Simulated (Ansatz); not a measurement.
The same ligand exchange along the group Si, Ge, Sn.

Computed with Ansatz on PBE0-D4/def2-TZVP structures; ΔE is electronic, products minus reactants. CBS: MP2 limit from def2 TZ/QZ plus the TZ coupled-cluster correction, frozen cores. This one scheme is used for every species. Functionals use def2-TZVPP. def2 core potentials past Kr. For Ge, Sn outer-core shells are correlated without core-valence functions, which leaves a few kJ/mol of doubt a bond. Scalar relativity is left out up to krypton. Each species was taken in one conformer, which may not be the lowest.

```
                                                          reaction  ωB97X-V (kcal/mol)  revPBE-D4 (kcal/mol)  MP2/CBS(def2) (kcal/mol)  B2PLYP (kcal/mol)  CCSD(T)/CBS(def2) (kcal/mol)
                 `S[Si](Cl)(Cl)Cl` + H–F → `F[Si](Cl)(Cl)Cl` + H₂S               -20.6                 -15.5                     -17.0              -21.6                         -19.1
`[SH][Ge]([Cl])([Cl])[Cl]` + H–F → `[F][Ge]([Cl])([Cl])[Cl]` + H₂S                -3.7                   0.3                       1.5               -3.4                          -0.6
`[SH][Sn]([Cl])([Cl])[Cl]` + H–F → `[F][Sn]([Cl])([Cl])[Cl]` + H₂S                 2.6                   5.3                       7.9                3.3                           5.5
```

Largest T1 diagnostic: 0.012, for `[F][Sn]([Cl])([Cl])[Cl]`.
